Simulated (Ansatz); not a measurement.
`CC[SiH]([SiH3])Cl` + `N[SiH2]C(F)[SiH3]` → `CC[SiH](N)[SiH3]` + `FC([SiH3])[SiH2]Cl`  (redistribution)

Program: Ansatz. Geometries: PBE0-D4/def2-TZVP. ΔE: electronic, gas phase. CCSD(T)/CBS adds triple-zeta CCSD(T) − MP2 to the extrapolated MP2 energy (def2 sets, frozen cores). Functionals use def2-TZVPP. One conformer a species, not always the lowest.

(1) Is it downhill or uphill in electronic energy at CCSD(T)/CBS, and by how much? (An estimate is asked.)

(2) What do these levels give: PBE-D4, PBE, PBE0, SCS-MP2/def2-TZVPP, CCSD/def2-TZVPP, CCSD/CBS(def2)? (Estimate.)

Largest T1 diagnostic among the species: 0.012.

Answers

(1) Computed: Uphill: ΔE = +14.7 kJ/mol.

(2) Computed: PBE-D4 14.4, PBE 13.7, PBE0 14.0, SCS-MP2/def2-TZVPP 14.2, CCSD/def2-TZVPP 13.4, CCSD/CBS(def2) 14.6 kJ/mol.
